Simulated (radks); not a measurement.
The praseodymium anion Pr- inside a hard spherical wall (all orbitals vanish at R), configuration held at [Xe] 4f4 6s2 and not refilled when levels cross. All-electron calculation, scalar-relativistic Kohn-Sham, LDA (Slater exchange, Perdew-Wang correlation), spin-unpolarised, spherical densities, point nucleus. Program: a radial shooting solver on a logarithmic mesh with Libxc functionals. Eigenvalues in eV, with the zero of energy where the potential of the charges vanishes at infinity; a dash marks a level that is unbound or too diffuse for the functional's potential to be trusted. A positive occupied level is held by the wall or, in an anion where self-interaction has pushed it up, behind a barrier. The pressure on the wall is -dE/dV.

R (bohr),E (hartree),kinetic (hartree),e(5s),e(5p),e(6s),"e(6p, empty)","e(5d, empty)",e(4f),pressure (GPa)
15,-9230.5394,9801.695,-34.464,-17.029,-0.151,-,-,3.436,0.0587
12,-9230.5179,9801.692,-33.228,-15.854,0.506,-,-,4.712,0.158
10,-9230.4904,9801.735,-31.926,-14.613,1.248,-,-,6.041,0.462
8,-9230.4236,9801.897,-29.816,-12.612,2.748,5.324,5.003,8.209,2.00
6,-9230.1989,9802.510,-26.143,-9.196,6.778,11.036,8.440,12.135,13.9
4,-9228.8576,9806.944,-17.391,-0.931,25.109,35.143,19.289,22.396,256
1.5,-9137.0275,10071.939,192.30,236.42,601.87,647.85,304.39,181.80,249000
